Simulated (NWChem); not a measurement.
The numbers come from NWChem runs, not from measurements. System: GeSe, charge 0, spin multiplicity 1, at a geometry optimised with PBE/def2-SVP. The structure started from a generated list of species. Level: EOM-CCSD/def2-SVPD, 18 core orbitals frozen.

NWChem printed:

```
             Northwest Computational Chemistry Package (NWChem) 7.3.0
             --------------------------------------------------------

                                NWChem Input Module
                                -------------------

 Scaling coordinates for geometry "geometry" by  1.889725989
 (inverse scale =  0.529177249)

 Turning off AUTOSYM since
 SYMMETRY directive was detected!

                             Geometry "geometry" -> ""
                             -------------------------

 Output coordinates in angstroms (scale by  1.889725989 to convert to a.u.)

  No.       Tag          Charge          X              Y              Z
 ---- ---------------- ---------- -------------- -------------- --------------
    1 Ge                  32.0000     0.00000000     0.00000000     1.11733500
    2 Se                  34.0000     0.00000000     0.00000000    -1.05160900

 Effective nuclear repulsion energy (a.u.)     265.4493831614

            Nuclear Dipole moment (a.u.)
            ----------------------------
        X                 Y               Z
 ---------------- ---------------- ----------------
     0.0000000000     0.0000000000     0.0000264562

      Symmetry information
      --------------------

 Group name             C2v
 Group number             16
 Group order               4
 No. of unique centers     2

      Symmetry unique atoms

     1    2


 Summary of "ao basis" -> "" (spherical)
 ------------------------------------------------------------------------------
       Tag                 Description            Shells   Functions and Types
 ---------------- ------------------------------  ------  ---------------------
 *                         def2-svpd                  on all atoms

 Summary of "ao basis" -> "ao basis" (spherical)
 ------------------------------------------------------------------------------
       Tag                 Description            Shells   Functions and Types
 ---------------- ------------------------------  ------  ---------------------
 Ge                        def2-svpd                14       38   6s4p4d
 Se                        def2-svpd                15       41   6s5p4d

                                 NWChem SCF Module
                                 -----------------

  ao basis        = "ao basis"
  functions       =    79
  atoms           =     2
  closed shells   =    33
  open shells     =     0
  charge          =   0.00
[...]
      Residuum       Omega / hartree  Omega / eV    Cpu    Wall
 --------------------------------------------------------------

 Iteration   1 using    1 trial vectors
   0.4171187670262   0.2365860797363    6.43784     0.4     0.4

 Iteration   2 using    2 trial vectors
   0.1101047518832   0.1567043690849    4.26414     0.3     0.3

 Iteration   3 using    3 trial vectors
   0.0438189074327   0.1516344379595    4.12618     0.3     0.3

 Iteration   4 using    4 trial vectors
   0.0190349672958   0.1502677436277    4.08900     0.3     0.3

 Iteration   5 using    5 trial vectors
   0.0078894594875   0.1498806464171    4.07846     0.3     0.3

 Iteration   6 using    6 trial vectors
   0.0036683801546   0.1498612592386    4.07793     0.3     0.3

 Iteration   7 using    7 trial vectors
   0.0018599018580   0.1498400308585    4.07736     0.3     0.3

 Iteration   8 using    8 trial vectors
   0.0008879606924   0.1498557317504    4.07778     0.3     0.3

 Iteration   9 using    9 trial vectors
   0.0003806855594   0.1498566858302    4.07781     0.4     0.4

 Iteration  10 using   10 trial vectors
   0.0001520127374   0.1498561578172    4.07780     0.3     0.3

 Iteration  11 using   11 trial vectors
   0.0000616043075   0.1498562560390    4.07780     0.3     0.3

 Iteration  12 using   12 trial vectors
   0.0000260790375   0.1498558055741    4.07779     0.3     0.3

 Iteration  13 using   13 trial vectors
   0.0000129525341   0.1498558261095    4.07779     0.3     0.3

 Iteration  14 using   14 trial vectors
   0.0000076554541   0.1498557634412    4.07778     0.3     0.3
 --------------------------------------------------------------
 Iterations converged
 ------------------

 Excited state root  1
 Excitation energy / hartree =        0.149855763441152
                   / eV      =        4.077784536865091
 largest EOMCCSD amplitudes: R1 and R2

 Singles contributions
    35b1  (alpha) ---    31a1  (alpha)       -0.9164206269
    44b1  (alpha) ---    31a1  (alpha)       -0.1040148958

 Doubles contributions

 =========================================
 Excited-state calculation ( b2  symmetry)
 =========================================
 Dim. of EOMCC iter. space      500

 EOMCCSD SOLVER TYPE  1
  maxdiff =   0.38238207604794588

 No. of initial right vectors    1

 EOM-CCSD right-hand side iterations
 --------------------------------------------------------------
      Residuum       Omega / hartree  Omega / eV    Cpu    Wall
 --------------------------------------------------------------

 Iteration   1 using    1 trial vectors
   0.4171187670262   0.2365860797362    6.43784     0.4     0.4

 Iteration   2 using    2 trial vectors
   0.1101047518832   0.1567043690849    4.26414     0.3     0.3

 Iteration   3 using    3 trial vectors
   0.0438189074327   0.1516344379595    4.12618     0.3     0.3

 Iteration   4 using    4 trial vectors
   0.0190349672958   0.1502677436277    4.08900     0.3     0.3

 Iteration   5 using    5 trial vectors
   0.0078894594875   0.1498806464171    4.07846     0.3     0.3

 Iteration   6 using    6 trial vectors
   0.0036683801546   0.1498612592386    4.07793     0.3     0.3

 Iteration   7 using    7 trial vectors
   0.0018599018580   0.1498400308585    4.07736     0.3     0.3

 Iteration   8 using    8 trial vectors
   0.0008879606924   0.1498557317504    4.07778     0.3     0.3

 Iteration   9 using    9 trial vectors
   0.0003806855594   0.1498566858302    4.07781     0.3     0.3

 Iteration  10 using   10 trial vectors
   0.0001520127374   0.1498561578172    4.07780     0.3     0.3

 Iteration  11 using   11 trial vectors
   0.0000616043075   0.1498562560390    4.07780     0.3     0.3

 Iteration  12 using   12 trial vectors
   0.0000260790375   0.1498558055741    4.07779     0.3     0.3

 Iteration  13 using   13 trial vectors
   0.0000129525341   0.1498558261095    4.07779     0.3     0.3

 Iteration  14 using   14 trial vectors
   0.0000076554541   0.1498557634412    4.07778     0.3     0.3
 --------------------------------------------------------------
 Iterations converged
 ------------------

 Excited state root  1
 Excitation energy / hartree =        0.149855763441156
                   / eV      =        4.077784536865186
 largest EOMCCSD amplitudes: R1 and R2

 Singles contributions
    34b2  (alpha) ---    31a1  (alpha)       -0.9164206269
    45b2  (alpha) ---    31a1  (alpha)        0.1040148958

 Doubles contributions

 Task  times  cpu:       24.9s     wall:       24.9s

 Total times  cpu:       25.0s     wall:       25.0s
```

Task: Write an NWChem input that would produce this output.

Result: This is not unique; one that fits is 
```
start mol
memory heap 100 mb stack 700 mb global 1900 mb
geometry units angstroms nocenter noautoz
  Ge     0.000000     0.000000     1.117335
  Se     0.000000     0.000000    -1.051609
  symmetry group C2v
end
basis spherical
  * library def2-svpd
end
scf
  rhf
  nopen 0
  maxiter 100
  thresh 1e-7
  semidirect memsize 60000000 filesize 0
end
tce
  freeze core 18
  ccsd
  nroots 1
  2eorb
  2emet 13
  thresh 1e-5
  maxiter 200
  tilesize 24
end
task tce energy
```
